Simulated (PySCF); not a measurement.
## Radial density of Ga²⁺ (gallium, charge +2)

UHF, [Ar] 3d9 4s2, 2D determinant (an excited configuration). Computed with PySCF 2.14 in def2-TZVPPD, with the non-relativistic Hamiltonian (point nucleus).

```
r (bohr)  4πr²ρ (e/bohr)  4πr²(ρα − ρβ)
0.000686          0.1156         0.0000
 0.00115          0.3187         0.0000
 0.00194          0.8566         0.0000
 0.00327           2.235         0.0001
 0.00549           5.505         0.0001
 0.00924           12.37         0.0003
  0.0155           23.73         0.0006
  0.0261           35.29         0.0009
  0.0440           36.17         0.0018
  0.0740           30.22         0.0093
   0.124           40.41         0.0617
   0.209           36.81         0.3242
   0.352           20.73         1.0202
   0.592           26.04         1.3437
   0.996           10.00         0.5943
    1.67           2.022         0.0594
    2.82          0.5598        -0.0021
    4.74         0.01169        -0.0005
    7.97       6.312e-05         0.0000
```

(1) Where is the radial spin density 4πr²(ρα − ρβ) most negative, and why is it negative at all?

Answers

(1) Around r = 2.82 bohr, down to -0.0021 e/bohr: exchange with the open shell polarises the paired shells in an unrestricted calculation.
